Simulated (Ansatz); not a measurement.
Mulliken charges of CH4BrGaO2 (`C[O][Ga]([OH])[Br]`) from r2SCAN/def2-TZVPP in Ansatz (PBE0-D4/def2-TZVP geometry).

```tsv
atom	x (Å)	y (Å)	z (Å)	charge (e)
C1	1.321	0.734	0.510	0.026
O2	0.472	-0.387	0.405	-0.391
Ga3	-1.061	-0.400	-0.474	0.640
O4	-2.013	-1.889	-0.512	-0.399
Br5	-1.817	1.447	-1.544	-0.245
H6	1.460	0.988	1.565	0.057
H7	2.299	0.492	0.081	0.057
H8	0.931	1.618	-0.007	0.054
H9	-1.592	-2.603	-0.025	0.202
```

Q: By hand: the dipole of these point charges (1 e Å = 4.8032 D).

A: Σ q r = (0.362, -0.040, 0.223) e Å, of length 0.427 e Å = 2.05 D.

Q: How does the dipole of the full density compare? (Best estimate.)

A: The calculation gave: (0.309, -0.042, 0.193) e Å, 1.76 D; the point charges give 1.16 times that, at 1° from its direction.

Point charges leave out the atoms' own dipoles, such as those of lone pairs, and Mulliken's split depends on the basis, so the two needn't agree.
